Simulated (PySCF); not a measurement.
C2H8Zr, SMILES [CH3][ZrH2][CH3], multiplicity 1.

Geometry: B3LYP-D3(BJ)/def2-SVP. The spin state was assumed, not searched. The def2 effective core potentials stand for the cores of Zr; spin–orbit coupling is left out.

All values below come from B3LYP/def2-TZVPD (PySCF).

Symmetry labels are those of the subgroup C2v that the program uses (full group C2v).

Computed valence orbital energies around the gap with their symmetry:
```tsv
orbital	symmetry	energy (eV)
HOMO−7	A1	-11.18
HOMO−6	A2	-11.01
HOMO−5	B2	-10.97
HOMO−4	B1	-10.82
HOMO−3	A1	-8.31
HOMO−2	B2	-7.74
HOMO−1	A1	-7.63
HOMO	B1	-7.61
LUMO	A1	-1.89
LUMO+1	A2	-1.72
LUMO+2	B2	-1.11
LUMO+3	A1	-1.00
```
